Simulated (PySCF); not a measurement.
# NMR data sheet: C₅H₁₂FPSi

| Property | Result |
| --- | --- |
| Formula | C5H12FPSi |
| SMILES | CP1CC[SiH](F)CC1 |
| InChI | InChI=1S/C5H12FPSi/c1-7-2-4-8(6)5-3-7/h8H,2-5H2,1H3 |
| Point group of the computed structure | C1 |
| Carbon signals | 3 |
| Proton signals | 6 |

Molfile (atoms numbered from 1):
```
C5H12FPSi
     RDKit          3D

 20 20  0  0  0  0  0  0  0  0999 V2000
   -2.6843   -0.3451   -0.3422 C   0  0  0  0  0  0  0  0  0  0  0  0
   -1.1771   -0.2396    0.7283 P   0  0  0  0  0  0  0  0  0  0  0  0
   -0.4950    1.3604    0.0594 C   0  0  0  0  0  0  0  0  0  0  0  0
    0.9098    1.6307    0.5941 C   0  0  0  0  0  0  0  0  0  0  0  0
    2.1295    0.2984    0.0217 Si  0  0  0  0  0  4  0  0  0  0  0  0
    3.4627    0.3889    0.9373 F   0  0  0  0  0  0  0  0  0  0  0  0
    1.3349   -1.4046    0.2635 C   0  0  0  0  0  0  0  0  0  0  0  0
   -0.1071   -1.4181   -0.2393 C   0  0  0  0  0  0  0  0  0  0  0  0
   -3.1220   -1.3364   -0.2366 H   0  0  0  0  0  0  0  0  0  0  0  0
   -3.4127    0.3900   -0.0045 H   0  0  0  0  0  0  0  0  0  0  0  0
   -2.4448   -0.1639   -1.3893 H   0  0  0  0  0  0  0  0  0  0  0  0
   -0.4919    1.3287   -1.0349 H   0  0  0  0  0  0  0  0  0  0  0  0
   -1.1806    2.1547    0.3716 H   0  0  0  0  0  0  0  0  0  0  0  0
    1.2364    2.6226    0.2740 H   0  0  0  0  0  0  0  0  0  0  0  0
    0.8740    1.6527    1.6860 H   0  0  0  0  0  0  0  0  0  0  0  0
    2.6065    0.5140   -1.3426 H   0  0  0  0  0  0  0  0  0  0  0  0
    1.9055   -2.1797   -0.2527 H   0  0  0  0  0  0  0  0  0  0  0  0
    1.3423   -1.6676    1.3241 H   0  0  0  0  0  0  0  0  0  0  0  0
   -0.1478   -1.1604   -1.3026 H   0  0  0  0  0  0  0  0  0  0  0  0
   -0.5434   -2.4151   -0.1184 H   0  0  0  0  0  0  0  0  0  0  0  0
  1  2  1  0
  2  3  1  0
  3  4  1  0
  4  5  1  0
  5  6  1  0
  5  7  1  0
  7  8  1  0
  8  2  1  0
  1  9  1  0
  1 10  1  0
  1 11  1  0
  3 12  1  0
  3 13  1  0
  4 14  1  0
  4 15  1  0
  5 16  1  0
  7 17  1  0
  7 18  1  0
  8 19  1  0
  8 20  1  0
M  END
```

Theory: structure optimised with GFN2-xTB, σ from GIAO-PBE0/pcSseg-1, in PySCF 2.14.0 with density-fitted response routines (one averaged value for each set of equivalent atoms, no relativistic terms, single conformer, in vacuum).

Referencing at the same level of theory: TMS for 1H (σref 31.72) and 13C (σref 186.93) and 29Si (σref 349.16); 19F (σref 170.95) against CFCl3; H3PO4 for 31P (σref 318.38).

| carbon | δC, type | δH (multiplicity) | HMBC from (2–3 bonds) | span of the C tensor (ppm) |
| --- | --- | --- | --- | --- |
| C1 | 17.3, CH3 | 0.96 (m) | H13/H20, H12/H19 | 30 |
| C3/C8 | 31.2, CH2 | H12 1.02 (m); H13 1.95 (m) | H16, H13/H20, H14/H17, H15/H18, H12/H19, H9/H10/H11 | 36 |
| C4/C7 | 14.1, CH2 | H14 1.49 (m); H15 1.24 (m) | H16, H13/H20, H14/H17, H15/H18, H12/H19 | 17 |

Other nuclei:
```tsv
atoms	nucleus	environment	δ (ppm)	σ (ppm)
H16	1H	hydrogen on a silicon bonded to 2 C, F, in a 6-membered ring	5.18	26.53
F6	19F	fluorine bonded to Si	-203.7	374.7
P2	31P	phosphorus bonded to 3 C, in a 6-membered ring	-62.9	381.2
Si5	29Si	silicon bonded to 2 C, F, H, in a 6-membered ring	16.5	332.7
```

- δC 17.3: methyl carbon bonded to P.
- δC 14.1: sp3 CH2 bonded to Si.
- δH 5.18: hydrogen on a silicon bonded to 2 C, F, in a 6-membered ring.
- δH 1.95, 1.02: hydrogen on an sp3 CH2 bonded to P.
- δH 0.96: hydrogen on a methyl carbon bonded to P.

Splittings by 19F and 31P in the carbon and heteronuclear signals aren't shown, as no couplings were computed. Shifts are as computed. Against solution values, carbons near 30 ppm lie about +3 ppm off and those near 130 ppm about +5 ppm. Of 1211 compounds with measured shifts, 218 miss one by over three times the rms of a fit or turn the order of signals round; such compounds aren't used in these exercises. Unscaled 19F shifts against computed CFCl3 carry errors that often reach 10 to 50 ppm. Experimental scales use liquid or dissolved standards, which lie at an offset from isolated H3PO4. Multiplicities follow the n + 1 count of equivalent neighbours, as no J values were calculated; m marks all less simple cases, F and P coupling included.
